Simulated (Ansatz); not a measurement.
**Ligand exchange: InH(CH3)Cl + C2H4ClF → InHCl2 + C3H7F**

Gas-phase species: InH(CH3)Cl, singlet; C2H4ClF (1-chloro-1-fluoroethane) `CC(F)Cl`, singlet; InHCl2 `[Cl][InH][Cl]`, singlet; C3H7F (2-fluoropropane) `CC(C)F`, singlet. The partners trade CH3 for Cl: In–CH3 and C–Cl bonds give way to In–Cl and C–CH3.

Shapes, held fixed at every level: PBE0-D4/def2-TZVP. Programs: Ansatz 0.2.0. The zero-point and thermal change to 298 K, harmonic and unscaled (PBE0-D4/def2-TZVP), is +5.5 kJ/mol.

```csv
level,kind,ΔH(298 K) (kJ/mol),less CCSD(T)/def2-TZVPP
SPW92/def2-TZVPP,LDA,-131.6,+11.2
PBE0-D4/def2-TZVPP,global hybrid,-142.9,-0.1
wB97M-V/def2-TZVPP,range-separated hybrid,-144.5,-1.7
wB97X-V/def2-TZVPP,range-separated hybrid,-146.6,-3.8
B2PLYP/def2-TZVPP,double hybrid,-145.1,-2.3
MP2/def2-SVP,perturbation theory,-163.1,-20.3
CCSD/def2-SVP,coupled cluster or CI,-165.9,-23.1
CCSD(T)/def2-TZVPP,coupled cluster or CI,-142.8,0.0
```

The highest level, CCSD(T)/def2-TZVPP, gives ΔH(298 K) = -142.8 kJ/mol; the levels span -165.9 to -131.6. The column of differences is taken from that level and isn't an error. No measured value is set beside it here. For atoms past krypton def2 sets carry core potentials with scalar relativity. Outer-core shells of In are correlated, in sets that cover them unevenly.
